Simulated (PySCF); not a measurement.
Ge2H8Si, SMILES [GeH3][SiH2][GeH3].

The structure is a stationary point at PBE-D3(BJ)/def2-SVP.

Computed with PBE-D3(BJ)/def2-SVP in PySCF.

Frequencies are harmonic and unscaled.

Computed harmonic wavenumbers and intensities:
```
mode  ν (cm⁻¹)  IR (km/mol)  moving atoms (share of kinetic energy)
----  --------  -----------  --------------------------------------
1           68          0.5                Ge 72 %, Si 16 %, H 11 %
2           70          0.0                                  H 99 %
3           80          0.0                          H 90 %, Si 9 %
4          297          0.2                Si 50 %, Ge 36 %, H 14 %
5          301         13.2                                  H 96 %
6          372          0.2                Si 49 %, H 32 %, Ge 19 %
7          383          0.0                                  H 98 %
8          400         15.5                         H 76 %, Si 17 %
9          492          6.1                         H 82 %, Si 12 %
10         528          7.5                         H 81 %, Si 14 %
11         659          0.0                                  H 98 %
12         666        332.1                         H 87 %, Si 12 %
13         767        140.4                                  H 96 %
14         776        104.6                                  H 97 %
15         851          0.0                                  H 99 %
16         854         11.5                                  H 99 %
17         855         31.5                                  H 99 %
18         856         42.3                                  H 99 %
19         884         68.1                                  H 96 %
20        2066        133.8                                 H 100 %
21        2069         17.9                                 H 100 %
22        2082         67.1                                  H 98 %
23        2082          0.0                                  H 98 %
24        2083        127.0                                  H 98 %
25        2085        161.1                                  H 98 %
26        2141         77.6                                  H 98 %
27        2155         91.4                                  H 96 %
```
